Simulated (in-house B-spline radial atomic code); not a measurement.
**Cs7+: [Kr] 4d10 5s2**

Method: Dirac-Kohn-Sham relativistic LDA, spherical fractional occupations, Fermi nucleus of rms radius 4.8041 fm. Calculated with a radial B-spline atomic code at the basis-set limit.

Z_r = [3n² - l(l+1)]/(2<r>); Z_e = n√(-2ε); the last column is Slater's effective charge. Values are occupation-weighted means over j. An effective charge above Z reflects the relativistic contraction of the inner shells.

```csv
shell,electrons,ε (eV),<r> (bohr),Z_r,Z_e,Slater
1s,2,-35647,0.02621,57.23,51.19,54.70
2s,2,-5674.6,0.112,53.55,40.84,50.85
2p,6,-5118.8,0.09816,50.94,38.79,50.85
3s,2,-1251.8,0.2996,45.05,28.78,43.75
3p,6,-1070.8,0.2972,42.07,26.61,43.75
3d,10,-798.15,0.2738,38.35,22.98,33.85
4s,2,-307.95,0.6939,34.59,19.03,27.25
4p,6,-249.4,0.736,31.25,17.13,27.25
4d,10,-162.45,0.823,25.52,13.82,15.85
5s,2,-105.15,1.544,24.29,13.90,11.35
```

The least bound orbital is 5s1/2 at -105.2 eV, and it is also the most diffuse (<r> = 1.544 bohr).

Spin-orbit splittings of the orbital energies (j = l + 1/2 above j = l - 1/2 when positive): 2p 348.8 eV, 3p 66.91 eV, 3d 14.28 eV, 4p 13.92 eV, 4d 2.363 eV.

For the 1s electron the small component carries 4.09 % of the norm, the zero-frequency Breit interaction raises the level by 91.33 eV, self-energy by 52.77 eV, and vacuum polarisation lowers it by 7.505 eV.

The density falls to 0.001 bohr⁻³ at 2.783 bohr; Σ<r²> = 19.749 bohr² gives, by the non-relativistic formula and without the paramagnetism of open shells, a Langevin diamagnetic susceptibility of -15.64×10⁻⁶ cm³/mol.
